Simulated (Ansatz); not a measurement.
`C[SiH](N)[SiH2]O` → `O[SiH2]`• + `C[SiH]N`•  (homolysis of the Si–Si bond)

Gas-phase electronic energies from Ansatz, PBE0-D4/def2-TZVP geometries. CBS: MP2 limit from def2 TZ/QZ plus the TZ coupled-cluster correction, frozen cores. This one scheme is used for every species. Functionals use def2-TZVPP. B3LYP here is the variant with VWN-RPA as its local correlation; programs differ in this. Open shells (•) are unrestricted, without spin–orbit coupling. One conformer a species, not always the lowest.

(1) What is ΔE at CCSD(T)/CBS? (Estimate.)

(2) What do these levels give: PBE0-D4, PBE, BLYP, PBE0, B3LYP, SCS-MP2/def2-QZVPP? (An estimate is asked.)

Largest T1 diagnostic among the species: 0.015.

Answers

(1) The calculation gave: +328.0 kJ/mol.

(2) Computed: PBE0-D4 312.6, PBE 295.6, BLYP 274.0, PBE0 302.6, B3LYP 288.7, SCS-MP2/def2-QZVPP 326.0 kJ/mol.

From BLYP to BHLYP (50 % exact exchange), in def2-TZVPP and without D4, ΔE moves by +23.3 kJ/mol. At CCSD(T), def2-SVP lies −17.7 kJ/mol from the extrapolated value and def2-TZVPP −9.1 kJ/mol: correlation converges slowly with the basis, and small sets miss more of it in the bonded molecule than in its fragments. The D4 term adds +17.6 kJ/mol with B3LYP and +10.0 kJ/mol with PBE0; it sums over pairs of atoms, weighted by their polarisabilities, and B3LYP, whose exchange is more repulsive, gets the larger term.
